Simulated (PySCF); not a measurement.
A structure optimised at PBE-D3(BJ)/def2-SVP, used in a PySCF frequency run:

```xyz
11

C     -2.3194     0.3300     0.0836
C     -0.9370     0.3576     0.7125
F     -0.7437    -0.7904     1.4598
C      0.1972     0.5012    -0.3101
Cl     1.7788     0.6415     0.5245
Cl     0.2111    -0.8559    -1.4861
H     -2.4087    -0.5360    -0.5999
H     -3.0823     0.2403     0.8803
H     -2.5155     1.2594    -0.4871
H     -0.8371     1.2330     1.3965
H      0.0629     1.4294    -0.8969
```
Charge 0, spin multiplicity 1.

Problem. Write its SMILES and formula.

Solution. C[C@@H](F)C(Cl)Cl, C3H5Cl2F

Problem. What are its rotational constants (standard atomic weights)?

Solution. 2.5529, 1.8703, 1.3223 GHz
